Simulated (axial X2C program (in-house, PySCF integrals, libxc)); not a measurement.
**Low determinants of BeTe at the PBE0 level, with spin–orbit coupling**

Calculated with an axial X2C code built on PySCF integrals. Two-component (2c) means X2C with spin–orbit coupling and atomic mean-field two-electron Coulomb and Gaunt terms. Basis: Te dyall-cv3z [11s12p8d4f1g], Be dyall-cv3z [8s8p3d1f] (cores contracted in-house); Gaussian nuclei, density fitting, unrestricted open shells. Masses: Te 129.906 u, Be 9.012 u.

Search at 2.078 Å (vertical energies from the lowest determinant):

| ΔE (eV) | state | electrons beyond evenly filled partner blocks | electrons in ±ω = 1/2, 3/2, 5/2, 7/2 |
| --- | --- | --- | --- |
| 0.00 | Ω = 0 | none | 36 16 4 0 |
| 0.42 | Ω = 2 | ω = 1/2, ω = 3/2 | 37 15 4 0 |
| 0.47 | Ω = 1 | ω = -1/2, ω = 3/2 | 37 15 4 0 |
| 0.86 | Ω = 1 | 2 × ω = 1/2 | 36 16 4 0 |
| 3.10 | Ω = 3 | 2 × ω = 3/2 | 36 16 4 0 |
| 3.54 | Ω = 1 | ω = -1/2, ω = 3/2 | 35 17 4 0 |
| 3.67 | Ω = 2 | ω = 1/2, ω = 3/2 | 35 17 4 0 |

Lowest determinant, Ω = 0 (closed shell): Re = 2.074 Å, ωe = 710.6 cm⁻¹.

The determinant in row 2 of the search, Ω = 2 (⟨Sz⟩ = 1.00, ⟨Lz⟩ = 1.00 at PBE0), was followed along the bond at PBE0; measured from the minimum of the lowest determinant it gives:

Te = 0.206 eV (1658 cm⁻¹), Re = 2.270 Å, ωe = 543.5 cm⁻¹.

Q: Compare the bond of the determinant in row 2 with that of the lowest one.

A: At PBE0 its Re is 0.196 Å longer and its force constant, which goes as ωe², is 0.58 times that of the lowest determinant. T0 ≈ Te + Δωe/2 = 1658 + (-84) = 1574 cm⁻¹.

The search compares states at one distance, so a state with another bond length can lie lower; it is not exhaustive and yields mostly the lowest determinant of each block pattern, so other components and higher states of one pattern are missing. These are energies of single determinants, not of spin-adapted states; PBE0 term energies can be off by some tenths of an eV, and the functional has no current term. Open-shell Ω = 0 determinants with evenly filled partner blocks cannot be reached by this program, so the Ω shown need not be the lowest component.
